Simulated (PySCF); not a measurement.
Geometry:
```tsv
atom	x (Å)	y (Å)	z (Å)
O1	-0.262	1.389	1.240
C2	-0.081	0.199	0.955
O3	0.034	-0.826	1.639
C4	0.042	-0.102	-0.581
F5	-0.857	-1.021	-0.996
F6	1.256	-0.603	-0.902
F7	-0.134	0.969	-1.377
```

Total charge -1.

Geometry: PBE0-D3(BJ)/def2-SVP; GIAO absolute shieldings from PySCF, gas phase, non-relativistic, averaged over equivalent atoms.

At PBE0/pcSseg-1 (119 basis functions, 7.3 s wall time on 1 thread of an Arm Neoverse V1, shared host):
| atoms | σ (ppm) |
| --- | --- |
| O1/O3 | 5.8 |
| C2 | 23.7 |
| C4 | 60.8 |
| F5/F6/F7 | 270.2 |

Task: Predict the values at mPW1PW91/pcSseg-2 on the same geometry.

Result: 
```json
{"atoms": "O1/O3", "σ at mPW1PW91/pcSseg-2": "7.0", "change": "+1.2"}
{"atoms": "C2", "σ at mPW1PW91/pcSseg-2": "17.4", "change": "-6.3"}
{"atoms": "C4", "σ at mPW1PW91/pcSseg-2": "54.7", "change": "-6.1"}
{"atoms": "F5/F6/F7", "σ at mPW1PW91/pcSseg-2": "262.6", "change": "-7.6"}
```

The largest change is at F5/F6/F7 (fluorine of a CF3 group). Cost: 252 basis functions, 22 s wall time on 1 thread of an Arm Neoverse V1, shared host.
